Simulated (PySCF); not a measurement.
**Polarisability and C₆ of Ca (calcium, neutral)**

[Ar] 4s2, closed-shell 1S. Calculation: PySCF 2.14, in x2c-QZVPPall with one added diffuse shell each of s, p, d, f type (12s8p5d4f, 89 functions); scalar relativity by spin-free X2C-1e. Coupled (time-dependent) response in atomic units; α is the mean over directions.

```csv
method,mean α (bohr³),C₆ (like pair),S(−4)
UHF,182.8,2716,16500
PBE,158.1,2182,12490
PBE0,162.7,2282,13120
M06-2X,152.2,2026,11990
BLYP,149.4,2004,11270
```

S(−4) is the Cauchy moment in α(ω) = α(0) + S(−4) ω² + …

Reference α: 160.8 ± 4 bohr³ (recommended; Schwerdtfeger and Nagle, table of static dipole polarizabilities (2023 update)). Published C₆: 2163 (Chu and Dalgarno (2004); Tang, Norbeck and Certain (1976)).

Hartree-Fock lies above the reference because it lacks correlation, which contracts the outer shell.

α(iu) at PBE:

| u (hartree) | α(iu) (bohr³) |
| --- | --- |
| 0 | 158.1 |
| 0.0500 | 132.2 |
| 0.100 | 89.26 |
| 0.200 | 40.39 |
| 0.300 | 22.34 |
| 0.500 | 10.46 |
| 0.750 | 5.959 |
| 1.00 | 4.058 |
| 1.50 | 2.321 |
| 2.00 | 1.511 |
| 3.00 | 0.7831 |
| 5.00 | 0.3212 |

A single London oscillator, α(iu) = α/(1 + u²/ω²), gives C₆ = (3/4) ω α². Matching the computed C₆ needs ω = 4 × 2182 / (3 × 158.1²) = 0.116 hartree.
